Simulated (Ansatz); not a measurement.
CH4O2SW, SMILES `[CH3][W](=[O])([OH])=[S]`. Total charge 0; spin multiplicity 1. Correlated methods include outer-core shells of W, which these sets cover unevenly. W takes the def2 core potential.

```xyz
9

C    -1.149    0.708   -0.128
W     0.761   -0.164   -0.232
O     1.139   -0.144   -1.887
O     0.661   -1.906    0.446
S     2.042    1.142    0.864
H    -1.474    0.789    0.912
H    -1.144    1.704   -0.575
H    -1.849    0.077   -0.686
H     1.012   -2.207    1.288
```

Task: Give the diagnostics of a CCSD(T)/def2-TZVPP run (frozen core, Ansatz). (Best estimate.)

Result: Ansatz gave: T1 = 0.0226, largest single amplitude 0.042, largest double 0.053, (T) share of the correlation energy 5.5 %, 14 CCSD cycles. The RHF solution is stable towards an unrestricted one. T1 lies over the customary mark of 0.02 for closed shells; compounds of d metals often pass it without a breakdown.
